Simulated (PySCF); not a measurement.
Bonds (- single, = double, # triple, : aromatic): C1-C2 1.488 Å, C2:C3 1.406 Å, C3:N4 1.315 Å, N4:C5 1.326 Å, C5-F6 1.322 Å, C5:N7 1.312 Å, N7:N8 1.301 Å, N8:C2 1.325 Å. C1 carries H9, H10, H11; C3 carries H12.

[PySCF 2.14: shielding tensors at PBE0/pcSseg-1 (GIAO); GFN2-xTB structure; no solvent model; one averaged value for each set of equivalent atoms; single conformer; relativity neglected]

Chemical shifts δ = σref − σ; 13C and 1H vs TMS; 15N vs NH3; 19F vs CFCl3, all at this level.

```
     atoms  nucleus  count  Hirshfeld charge  δ (ppm)
        C1      13C      1             -0.11        ?
       H12       1H      1              0.07        ?
        N4      15N      1             -0.16    301.9
        C2      13C      1              0.06    163.2
        N8      15N      1             -0.08    494.3
        C5      13C      1              0.20    173.7
        C3      13C      1              0.05    156.1
        N7      15N      1             -0.12        ?
H9/H10/H11       1H      3              0.06     2.98
        F6      19F      1             -0.06    -65.9
```

Complete the table.

## Answers


- C1: 21.3 ppm, methyl carbon on an aromatic ring; saturated and bonded to C and H only
- H12: 8.55 ppm, hydrogen on an aromatic CH next to a ring nitrogen; ring current plus the neighbouring ring nitrogen
- N7: 398.2 ppm, pyridine-type ring nitrogen

Shifts are as computed. Against solution values, carbons near 30 ppm lie about +3 ppm off and those near 130 ppm about +5 ppm. Of 1211 compounds with measured shifts, 218 miss one by over three times the rms of a fit or turn the order of signals round; such compounds aren't used in these exercises. Unscaled 19F shifts against computed CFCl3 carry errors that often reach 10 to 50 ppm. Experimental scales use liquid or dissolved standards, which lie at an offset from isolated NH3 (liquid NH3: subtract about 20 ppm). Unscaled 15N shifts of sp2 nitrogen come out 20 to 40 ppm too high even then.
